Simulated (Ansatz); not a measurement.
A structure relaxed at B3LYP-D4/def2-SVP in Ansatz, charge 1, doublet:

```xyz
4

Pt   -0.315   -0.247    0.857
Si   -2.258   -0.523   -0.231
Si    1.565   -0.723   -0.529
Si    1.007    1.493   -0.097
```

Q: Give its formula and point group.

A: the cluster Si3Pt⁺. Point group Cs (tolerance 0.1 Å).

Q: Summarise the bond lengths by kind (pairs closer than 1.2 times the sum of covalent radii, bridged metal pairs left out).

A: 3 × Pt–Si 2.24 to 2.38 Å; 1 × Si–Si 2.33 Å. The metal has 3 neighbours: Si 2.24 Å, Si 2.38 Å, Si 2.38 Å.

In the def2 sets Pt takes a core potential; there is no spin–orbit coupling. The charge 1 doublet is spin-contaminated (final ⟨S²⟩ up to 1.30, 0.75 for a pure state). No other spin state of charge 1 was run. Another isomer (doublet) lies 1.05 eV lower at PBE0-D4/def2-TZVP; other spin states weren't run for this one.
